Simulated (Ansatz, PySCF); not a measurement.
Species: CH4FSi, charge 0, multiplicity 2. It need not be the lowest isomer of its formula. 
Coordinates optimised at B3LYP-D3(BJ)/def2-TZVP (Ansatz, an electronic-structure program):
SMILES: [CH2][SiH2]F
```xyz
7

Si     0.2837     0.2552     0.2887
C     -1.5465     0.2474     0.1904
F      0.8877    -0.7714    -0.7932
H      0.8146     1.6035    -0.0039
H      0.7655    -0.2054     1.6114
H     -2.1388     1.1527     0.2620
H     -2.1228    -0.6653     0.0848
```
Charge 0, spin multiplicity 2.

Total electronic energies in hartree. Correlated levels leave the core frozen unless marked. Open shells are spin-unrestricted. Spin-orbit coupling is left out. Non-relativistic. CBS marks a two-point X^-3 extrapolation of the correlation energy; Hartree-Fock from the larger set. [CCSD(T)-MP2]/basis is that difference in the basis named.

```json
[
 {"level": "HF/6-31G", "program": "Ansatz", "energy (Eh)": "-428.46953"},
 {"level": "HF/6-31G*", "program": "Ansatz", "energy (Eh)": "-428.57113"},
 {"level": "PBE/def2-TZVPD", "program": "Ansatz", "energy (Eh)": "-429.60914"},
 {"level": "revPBE-D3(BJ)/def2-TZVPD", "program": "Ansatz + dftd3", "energy (Eh)": "-429.81820"},
 {"level": "TPSS-D3(BJ)/def2-TZVPD", "program": "PySCF + dftd3", "energy (Eh)": "-429.96596"},
 {"level": "PBE0-D3(BJ)/def2-TZVP", "program": "Ansatz + dftd3", "energy (Eh)": "-429.65102"},
 {"level": "PBE0-D4/def2-TZVPD", "program": "Ansatz + dftd4", "energy (Eh)": "-429.65183"},
 {"level": "PBE0/def2-TZVP", "program": "Ansatz", "energy (Eh)": "-429.64778"},
 {"level": "TPSSh-D3(BJ)/def2-TZVPD", "program": "PySCF + dftd3", "energy (Eh)": "-429.94698"},
 {"level": "TPSSh-D4/def2-TZVPD", "program": "PySCF + dftd4", "energy (Eh)": "-429.94696"},
 {"level": "MN15-D3(BJ)/def2-TZVPD", "program": "PySCF + dftd3", "energy (Eh)": "-429.67480"},
 {"level": "MN15/def2-TZVPD", "program": "PySCF", "energy (Eh)": "-429.67479"},
 {"level": "HSE06-D3(BJ)/def2-TZVPD", "program": "Ansatz + dftd3", "energy (Eh)": "-429.63787"},
 {"level": "HSE06-D4/def2-TZVPD", "program": "Ansatz + dftd4", "energy (Eh)": "-429.63817"},
 {"level": "B2PLYP-D3(BJ)/def2-TZVPD", "program": "Ansatz + dftd3", "energy (Eh)": "-429.70890"},
 {"level": "B2PLYP-D4/def2-TZVPD", "program": "Ansatz + dftd4", "energy (Eh)": "-429.70819"},
 {"level": "MP2/aug-cc-pV(T+d)Z", "program": "Ansatz", "energy (Eh)": "-429.19926"},
 {"level": "SCS-MP2/cc-pVTZ", "program": "Ansatz", "energy (Eh)": "-429.18132"},
 {"level": "CCSD/STO-3G", "program": "Ansatz", "energy (Eh)": "-423.46248"},
 {"level": "CCSD(T)/cc-pV(D+d)Z", "program": "Ansatz", "energy (Eh)": "-429.04412"},
 {"level": "CCSD(T)/aug-cc-pV(T+d)Z", "program": "Ansatz", "energy (Eh)": "-429.24882"},
 {"level": "RI-MP2/CBS(cc-pV(T+d)Z,cc-pV(Q+d)Z)+[CCSD(T)-MP2]/cc-pV(T+d)Z", "program": "Ansatz", "energy (Eh)": "-429.3241"},
 {"level": "CCSD(T)/CBS(cc-pV(T+d)Z,cc-pV(Q+d)Z)", "program": "Ansatz", "energy (Eh)": "-429.3205"}
]
```

Totals of different functionals don't rank their quality; only differences between species are comparable.
